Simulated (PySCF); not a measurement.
C2H6O2Si, SMILES C[SiH2]C(=O)O.

Coordinates come from a PBE-D3(BJ)/def2-SVP optimisation. One conformer was computed; it need not be the lowest.

Computed with PBE-D3(BJ)/def2-SVP run with PySCF.

Frequencies are harmonic and unscaled.

Task: List the normal modes with their intensities. (An estimate is asked for; the answer gives what the named calculation found.)

Result: 
```tsv
mode	ν (cm⁻¹)	IR (km/mol)	moving atoms (share of kinetic energy)
1	27	1.7	O 46 %, H 25 %, C 18 %, Si 11 %
2	124	0.5	H 88 %
3	141	1.6	C 32 %, O 30 %, H 29 %, Si 9 %
4	269	3.8	O 49 %, C 22 %, H 20 %, Si 10 %
5	369	5.7	H 50 %, C 25 %, O 16 %, Si 8 %
6	423	20.5	Si 40 %, O 37 %, H 17 %
7	495	15.3	H 79 %, C 14 %
8	645	80.2	H 87 %
9	664	51.5	O 38 %, C 30 %, H 26 %
10	674	50.3	H 71 %, C 20 %
11	723	43.2	H 39 %, C 28 %, Si 24 %, O 9 %
12	744	11.2	H 44 %, C 38 %, O 11 %
13	853	42.8	H 78 %, C 17 %
14	854	170.1	H 74 %, Si 12 %, C 12 %
15	907	65.2	H 95 %
16	1116	180.9	O 47 %, H 30 %, C 23 %
17	1217	17.9	H 79 %, C 21 %
18	1279	15.8	C 46 %, H 40 %, O 13 %
19	1377	6.0	H 96 %
20	1384	3.3	H 96 %
21	1753	196.3	C 60 %, O 38 %
22	2161	77.2	H 97 %
23	2173	102.3	H 96 %
24	2984	1.4	H 97 %
25	3086	1.1	H 91 %, C 9 %
26	3092	0.7	H 91 %, C 9 %
27	3536	18.1	H 94 %
```
